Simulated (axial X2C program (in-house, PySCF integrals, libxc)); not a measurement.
## Low determinants of PdC at the PBE0 level, two-component

Computed with an in-house all-electron X2C program for linear molecules (integrals from PySCF). Two-component (2c) means X2C with spin–orbit coupling and atomic mean-field two-electron Coulomb and Gaunt terms. Basis: Pd dyall-cv3z [12s12p8d5f3g], C dyall-v3z [7s6p2d1f] (cores contracted in-house); Gaussian nuclei, density fitting, unrestricted open shells. Masses: Pd 105.903 u, C 12.000 u.

Search at 1.749 Å (vertical energies from the lowest determinant):

```
ΔE (eV)  state  electrons beyond evenly filled partner blocks  electrons in ±ω = 1/2, 3/2, 5/2, 7/2
   0.00  Ω = 2                               ω = 1/2, ω = 3/2                             33 15 4 0
   0.03  Ω = 0                                           none                             34 14 4 0
   0.13  Ω = 1                                    2 × ω = 1/2                             34 14 4 0
   0.21  Ω = 1                              ω = -1/2, ω = 3/2                             33 15 4 0
   1.61  Ω = 0                                           none                             32 16 4 0
   2.26  Ω = 4                               ω = 3/2, ω = 5/2                             34 15 3 0
   2.61  Ω = 1                              ω = -3/2, ω = 5/2                             34 15 3 0
```

Lowest determinant, Ω = 2 (⟨Sz⟩ = 1.00, ⟨Lz⟩ = 1.00 at PBE0): Re = 1.745 Å, ωe = 764.2 cm⁻¹.

The determinant in row 2 of the search, Ω = 0 (closed shell), was followed along the bond at PBE0; measured from the minimum of the lowest determinant it gives:

Te = -0.002 eV (-14 cm⁻¹), Re = 1.702 Å, ωe = 865.2 cm⁻¹.

The determinant in row 3 of the search, Ω = 1 (⟨Sz⟩ = 0.00, ⟨Lz⟩ = 1.00 at PBE0), was followed along the bond at PBE0; measured from the minimum of the lowest determinant it gives:

Te = 0.127 eV (1024 cm⁻¹), Re = 1.742 Å, ωe = 785.2 cm⁻¹.

Problem. Compare the bond of the determinant in row 2 with that of the lowest one.

Solution. At PBE0 its Re is 0.043 Å shorter and its force constant, which goes as ωe², is 1.28 times that of the lowest determinant. T0 ≈ Te + Δωe/2 = -14 + (50) = 36 cm⁻¹.

The search compares states at one distance, so a state with another bond length can lie lower; it is not exhaustive and yields mostly the lowest determinant of each block pattern, so other components and higher states of one pattern are missing. These are energies of single determinants, not of spin-adapted states; PBE0 term energies can be off by some tenths of an eV, and the functional has no current term. Open-shell Ω = 0 determinants with evenly filled partner blocks cannot be reached by this program, so the Ω shown need not be the lowest component. The lowest determinant need not be the ground state where others lie within half an eV.
